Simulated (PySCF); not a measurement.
**Solvent effects on NMR parameters**

Numbering as in the mapped SMILES `[CH3:1][CH2:2][CH2:3][c:4]1[n:5][cH:6][n:7][cH:8][n:9]1`. Hydrogens are named by the atom that carries them.

GIAO PBE0/pcSseg-1 in PySCF 2.14.0 with density-fitted response routines on one PBE0-D3(BJ)/def2-SVP conformer, non-relativistic, equivalent nuclei averaged. Solvents enter as an IEF-PCM continuum (cyclohexane with ε = 2.0, chloroform with ε = 4.7) around the gas-phase geometry. Shifts are referred to TMS computed in the same medium.

In cyclohexane, δ in ppm: C4 187.9, C6/C8 173.7, C3 46.1, C2 29.2, C1 17.3, H(C6)/H(C8) 9.15, H(C3) 2.72, H(C2) 1.59, H(C1) 1.20. Dipole moment 1.05 D.

Task: How does each δ change in the more polar medium?

Result: 
```tsv
atoms	environment	Δδ, chloroform
C4	substituted aromatic carbon next to a ring nitrogen	+0.8
C6/C8	aromatic CH between two ring heteroatoms	+0.7
C3	sp3 CH2 on an aromatic ring	+0.4
C2	sp3 CH2	+0.4
C1	methyl carbon	+0.1
H(C6)/H(C8)	hydrogen on an aromatic CH between two ring heteroatoms	+0.03
H(C3)	hydrogen on an sp3 CH2 on an aromatic ring	+0.02
H(C2)	hydrogen on an sp3 CH2	0.00
H(C1)	hydrogen on a methyl carbon	+0.01
```

Changes are relative to cyclohexane. The dipole moment becomes 1.10 D in chloroform.

Task: Which nuclei move most (in ppm), and what does the model miss?

Result: C4 (substituted aromatic carbon next to a ring nitrogen, +0.8 ppm) in chloroform. A continuum only polarises the solute; specific hydrogen bonds, the anisotropy of aromatic solvents and changes of geometry or conformer are outside it.
